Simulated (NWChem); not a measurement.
Total energies of formamidinium (CH$_{5}$N$_{2}$ (+1))

```xyz
8

N     -1.1642     0.0000    -0.1738
C      0.0000     0.0000     0.4216
N      1.1642     0.0000    -0.1738
H     -1.2725     0.0000    -1.1855
H     -2.0167     0.0000     0.3788
H      0.0000     0.0000     1.5175
H      1.2725     0.0000    -1.1855
H      2.0167     0.0000     0.3788
```
Charge +1, spin multiplicity 1.

Program: NWChem. The geometry was optimised at PBE0/def2-SVP, a minimum by its harmonic frequencies. It is one conformer; others weren't searched.

Basis set: cc-pVDZ (67 functions).

| method | total energy (Ha) |
|---|---|
| RHF | -149.48396 |
| MP2 | -149.94460 |
| B2PLYP | -150.23846 |
| PBE | -150.21012 |
| B3LYP | -150.39547 |
| CAM-B3LYP | -150.31825 |
| CCSD(T) | -149.98895 |

Total energies of different functionals aren't comparable as a measure of quality: only differences taken within one method are. 

The correlated methods keep 3 core orbitals frozen. B3LYP has NWChem's definition, with VWN1-RPA local correlation. No row is a measurement; the coupled-cluster row has its own basis-set and correlation limits.
